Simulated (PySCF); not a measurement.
Compound: Cl₂Ge₂H₄.
Bonds: Cl1–Ge2, Ge2–Cl3, Ge2–Ge4. Hydrogens: H5 on Ge2; H6, H7, H8 on Ge4.

Method: PBE0-D3(BJ)/def2-SVP geometry optimisation, gas phase (PySCF 2.14.0).

Give the optimised bond lengths and angles.

| bond | length (Å) | order |
| --- | --- | --- |
| Cl1–Ge2, Ge2–Cl3 | 2.163 | single |
| Ge2–Ge4 | 2.419 | single |
| Ge2–H5 | 1.537 | single |
| Ge4–H6, Ge4–H7, Ge4–H8 | 1.536 | single |

Bonds in one row agree within 0.01 Å and their mean is given. Orders are formal, as drawn. A selection of angles:
| angle | degrees |
| --- | --- |
| Cl1–Ge2–Cl3 | 107.4 |
| Cl1–Ge2–Ge4 | 107.4 |
| Cl1–Ge2–H5 | 107.0 |
| Ge4–Ge2–H5 | 119.8 |
| Ge2–Ge4–H6 | 109.3 |
| Ge2–Ge4–H8 | 107.0 |
| H6–Ge4–H7 | 110.3 |
| H6–Ge4–H8 | 110.6 |

Ge4 (germanium bonded to Ge and 3 H) is tetrahedral (angles from 107.0° to 110.6°). Ge2 (germanium bonded to 2 Cl, Ge and H) is distorted tetrahedral (angles from 106.6° to 119.8°).

Point group: near Cs, missed by 0.08 Å at most; the miss may be what the optimiser left on a soft mode. Not checked by PBE0-D3(BJ)/def2-SVP frequencies.

Time: 53 s of wall time; peak memory 0.51 GiB. Hardware: one thread of an Arm Neoverse V2, no GPU (shared host). This is the geometry optimisation.
